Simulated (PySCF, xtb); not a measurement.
Sn(Cl)(OH)3 (ClH3O3Sn), SMILES [OH][Sn]([OH])([OH])[Cl].

xtb with GFN2-xTB at its own geometry gives an orbital gap of 4.30 eV and a dipole moment of 1.56 D.

The structure is a stationary point at PBE0-D3(BJ)/def2-SVP. The def2 effective core potentials stand for the cores of Sn; spin–orbit coupling is left out. One conformer was computed; it need not be the lowest.

**Question.** What does M06-2X/def2-TZVP run with PySCF give? (Estimate from the structure and the level; the computed values follow.)

**Answer.** gap 9.63 eV (levels -10.87 and -1.24 eV), dipole 1.07 D.
